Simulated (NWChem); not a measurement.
AlN2H4Cl; SMILES [NH2][Al]([NH2])[Cl]

```xyz
8

Al     0.0000     0.0000    -0.4233
Cl     0.0000     0.0000     1.6859
N      0.0000    -1.5559    -1.2548
H      0.0000    -2.4494    -0.7772
H      0.0000    -1.6964    -2.2579
N      0.0000     1.5559    -1.2548
H      0.0000     1.6964    -2.2579
H      0.0000     2.4494    -0.7772
```
Atoms are numbered in this order, from 1.

Program: NWChem. Pople sets run with spherical d functions. Geometry: optimised at PBE0/def2-SVP. GIAO values for the isolated, static molecule; σ is the absolute isotropic shielding, δ = σ(reference) − σ with the isolated reference molecule computed at the same levels (1H: tetramethylsilane, 15N: ammonia).

Task: What does the run give for B3LYP/6-31G*? Quantities: σ Al1 (ppm); σ Cl2 (ppm); δ N3 (ppm); δ H4 (ppm); δ H5 (ppm).

Result: 
- σ Al1 (ppm): 466.4
- σ Cl2 (ppm): 1038.1
- δ N3 (ppm): 7.3
- δ H4 (ppm): -0.35
- δ H5 (ppm): -0.45
